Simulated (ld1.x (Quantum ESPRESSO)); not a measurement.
## What one change does to a pseudopotential (In, TM)

* Element: In
* Generator: ld1.x (Quantum ESPRESSO) 7.5
* Type: norm-conserving Troullier–Martins (Kleinman–Bylander form)
* Functional: PBE
* Relativity: scalar-relativistic
* Frozen core: [Kr]
* Valence charge: 13
* Reference configuration: 4d10 5s2 5p1
* Partial waves: 5s (bound): rc 1.80 bohr; 5p (bound): rc 2.30 bohr; 4d (bound): rc 1.40 bohr
* Local potential: the d channel
* Core correction: Bessel-smoothed model core inside 1.45 bohr

All-electron outer shells of the reference configuration (PBE, scalar-relativistic, ld1.x):

| shell | level (eV) | outermost node (bohr) | outermost maximum (bohr) |
| --- | --- | --- | --- |
| 4s | -119.66 | 0.41 | 0.77 |
| 4p | -78.13 | 0.42 | 0.82 |
| 4d | -18.62 | 0.40 | 0.94 |
| 5s | -8.21 | 1.02 | 2.16 |
| 5p | -2.52 | 1.14 | 2.85 |

Change: wave 5p (bound): rc 2.30 bohr becomes 5p (bound): rc 2.96 bohr.

Cutoffs: the cutoffs (Ry, on a coarse ladder) from which the occupation-weighted sum of valence levels, in a spherical-Bessel basis at the reference potential, stays within 10 and 1 mRy of its value at 400 Ry; they do not see the model core or the augmentation charge, which bear on the density cutoff. Errors are all-electron minus pseudo energies relative to the spin-unpolarised reference configuration.

Task: Predict the effect on cutoff, ghosts and configuration errors.

Result: The potential gets neither clearly harder nor softer (90 Ry and 140 Ry → 90 Ry and 140 Ry); both files keep a bound ghost (p, s); the number of tests that count goes from 6 to 7; of the 6 tests that both files solve, the error grows in 2 and shrinks in 0 by more than 15 % and 0.3 meV (median size 7.8 → 9.1 meV).

| quantity | base | changed |
| --- | --- | --- |
| cutoff, loose | 90 Ry | 90 Ry |
| cutoff, tight | 140 Ry | 140 Ry |
| bound ghosts | s, p | s, p |
| tests counted (converged, no solver errors) | 6 of 7 | 7 of 7 |
| error for 4d10 5s2 5p0, meV [ΔE 5.36 eV] | -2.2 | -2.5 |
| error for 4d10 5s1 5p0, meV [ΔE 24.60 eV] | -13 | -16 |
| error for 4d10 5s0 5p0, meV [ΔE 52.92 eV] | -57 | -62 |
| error for 4d10 5s2 5p1.3, meV [ΔE -0.53 eV] | +0.1 | +0.1 |
| error for 4d10 5s2 5p0.5, meV [ΔE 1.94 eV] | -0.6 | -0.6 |
| error for 4d9 5s0 5p0, meV [ΔE 109.31 eV] | -83 | -100 |

Base: Tests not counted: 4d9 5s2 5p2 (solver errors, printed error -1217 eV). These tests converged, but a pseudo level misses the all-electron one widely, so the file describes the atom poorly there or has found another state: 4d9 5s0 5p0: empty 5p by 9.2 eV. Changed file: These tests converged, but a pseudo level misses the all-electron one widely, so the file describes the atom poorly there or has found another state: 4d9 5s0 5p0: empty 5p by 9.3 eV. A true bound ghost makes a file unfit for plane-wave use even where its test errors are small: the radial tests pick states by their node count and pass the ghost by. Where a test does run into it, the solver fails or the error is huge.
